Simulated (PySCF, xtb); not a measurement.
H5Si, SMILES [SiH5-], charge -1.

GFN2-xTB in xtb at its own geometry gives an orbital gap of 6.11 eV.

Geometry: PBE0-D3(BJ)/def2-TZVPD.

Task: What does r2SCAN/def2-TZVPD run with PySCF give? (An estimate is asked for; the answer gives what the named calculation found.)

Result: gap 3.59 eV (levels 0.96 and 4.55 eV).
